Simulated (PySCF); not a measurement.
Broadened absorption spectrum of C8H10S

Species: C8H10S.
SMILES with atom numbers: `[CH3:1][S:2][CH2:3][c:4]1[cH:5][cH:6][cH:7][cH:8][cH:9]1` (hydrogens: H10, H11, H12 on C1; H13, H14 on C3; H15 on C5; H16 on C6; H17 on C7; H18 on C8; H19 on C9)

Computed, not measured: TDDFT CAM-B3LYP/def2-SVPD, vertical, gas phase, core orbitals frozen in the response in PySCF. Isolated species at its PBE0-D3(BJ)/def2-SVP geometry (one conformer only). Torsions of this conformer, `[CH3:1][S:2][CH2:3][c:4]1[cH:5][cH:6][cH:7][cH:8][cH:9]1`: C1–S2–C3–C4 58°, S2–C3–C4–C5 -118°.

Each state is given a Gaussian of 0.25 eV full width at half maximum, with ε(max) = 2.175×10⁸ f / Δν̃ (Δν̃ the width in cm⁻¹). The cross-section is σ = 3.8235×10⁻²¹ ε cm², given in Mb (10⁻¹⁸ cm²). The width is an assumption, not a result. The curve ends short of the highest state used, and states not computed would add to its high-energy end.

(E (eV), σ (Mb)): (4.90, 0.01), (4.92, 0.02), (4.95, 0.06), (4.98, 0.12), (5.00, 0.21), (5.03, 0.41), (5.06, 0.75), (5.08, 1.08), (5.11, 1.73), (5.14, 2.58), (5.16, 3.21), (5.19, 4.19), (5.22, 5.06), (5.25, 5.65), (5.27, 5.83), (5.30, 5.73), (5.33, 5.22), (5.35, 4.72), (5.38, 3.85), (5.41, 3.01), (5.43, 2.54), (5.46, 2.10), (5.49, 2.01), (5.51, 2.18), (5.54, 2.72), (5.57, 3.54), (5.59, 4.15), (5.62, 5.04), (5.65, 5.72), (5.67, 5.96), (5.70, 5.95), (5.73, 5.51), (5.75, 5.03), (5.78, 4.21), (5.81, 3.48), (5.83, 3.20), (5.86, 3.32), (5.89, 4.40), (5.92, 6.77), (5.94, 9.23), (5.97, 14.34), (6.00, 21.08), (6.02, 26.26), (6.05, 34.44), (6.08, 42.11), (6.10, 46.36), (6.13, 50.67), (6.16, 51.99), (6.18, 51.16), (6.21, 47.65), (6.24, 42.09), (6.26, 37.68), (6.29, 30.63), (6.32, 23.72), (6.34, 19.46), (6.37, 13.88)

Q: Where are the band maxima, and which computed states make them?

A: 235 nm (5.28 eV), ε about 1500, made up of S1 (91%); 218 nm (5.68 eV), ε about 1600, made up of S3 (100%); 201 nm (6.16 eV), ε about 14000, made up of S5 (80%) and S6 (20%) (ε in L mol⁻¹ cm⁻¹; maxima over ε = 5, shares over 10%). The states used: S1 5.27 eV (f 0.013); S2 5.34 eV (f 0.0015); S3 5.68 eV (f 0.015); S4 6.01 eV (f 0.0011); S5 6.13 eV (f 0.104); S6 6.26 eV (f 0.041); S7 6.61 eV (f 0.0041); S8 6.89 eV (f 0.556); S9 6.93 eV (f 0.575); S10 6.97 eV (f 0.0024).

Q: On this curve, what absorbance would a 10⁻³ mol/L sample give at 222 nm over a 1 cm path?

A: 222 nm is 5.585 eV, where ε is about 1000 L mol⁻¹ cm⁻¹, so A = ε c l ≈ 1 (Beer–Lambert, with the gas-phase spectrum and the assumed width).

Q: Coming from long wavelengths, where does ε first pass 100 L mol⁻¹ cm⁻¹?

A: At about 247 nm (5.03 eV), 0.24 eV below S1.

Q: What would ε be at 6.16 eV, the highest of these maxima, with half the width (0.125 eV)?

A: About 20700 L mol⁻¹ cm⁻¹ against 13600, a factor of about 1.5; a lone state at its own centre would give exactly 2.

All these states lie below the vertical ionisation energy of 8.39 eV (ΔSCF).
